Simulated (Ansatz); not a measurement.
## Ansatz (development build ahead of 0.2.0) run

```yaml
crystal:
  periodic: [false, false, false]
  atoms:
    - { symbol: H, position_ang: [1.90044, -5.0e-05, 0.3706] }
    - { symbol: H, position_ang: [0.95035, 1.64524, 0.36913] }
    - { symbol: H, position_ang: [-0.95036, 1.64539, 0.36919] }
    - { symbol: H, position_ang: [-1.89903, 0.00073, 0.37011] }
    - { symbol: H, position_ang: [-0.95085, -1.64535, 0.37003] }
    - { symbol: H, position_ang: [0.95076, -1.64604, 0.37066] }
    - { symbol: H, position_ang: [1.89945, -0.0008, -0.37081] }
    - { symbol: H, position_ang: [0.94962, 1.64619, -0.37016] }
    - { symbol: H, position_ang: [-0.94956, 1.64612, -0.36973] }
    - { symbol: H, position_ang: [-1.90088, 0.00085, -0.36951] }
    - { symbol: H, position_ang: [-0.94973, -1.64464, -0.3693] }
    - { symbol: H, position_ang: [0.94926, -1.64627, -0.36915] }
basis:
  gaussian: { orbitals: "6-31G" }
hamiltonian:
  xc: hf
```

The input is written out in the form of the current development build from the run's settings.

Results

```
Converged                       : yes
Total energy                    : -6.64968 hartree
Spin squared of the determinant : 0.000
```

Caution: no unrestricted run beside it, a lower state can exist.
